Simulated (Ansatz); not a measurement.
Coupled-cluster diagnostics for ScCl₃, Ansatz.

Geometry of the singlet (B3LYP-D4/def2-SVP):

Cartesian coordinates in Å:
```
Sc 0.0053 -0.0028 -0.0013
Cl -0.5718 -1.8659 1.1621
Cl 1.0878 1.6987 1.0429
Cl -0.5214 0.1700 -2.2037
```

Correlated methods freeze 20 core orbitals; core or outer-core shells of Sc are correlated, in sets that lack core-valence functions.

(1) Estimate the CCSD(T) correlation energy, the shares of MP2 and (T), T1 and the reference's ⟨S²⟩ for: charge 0, singlet, own geometry in def2-TZVPP; and the rough time on 2 threads of Intel Xeon 6975P-C on a shared host.

Results:

(1) 
```json
{"state": "charge 0, singlet, own geometry", "basis": "def2-TZVPP", "correlation (eV)": "-25.687", "MP2 share (%)": "89.9", "(T) share (%)": "4.2", "T1": "0.014", "⟨S²⟩ (pure)": "0.00 (0.00)", "wall time": "25 s"}
```
Customary marks for T1 are 0.02 (closed shells), 0.045 (open shells) and about 0.05 (3d metals). T1 stays under 0.02 throughout.
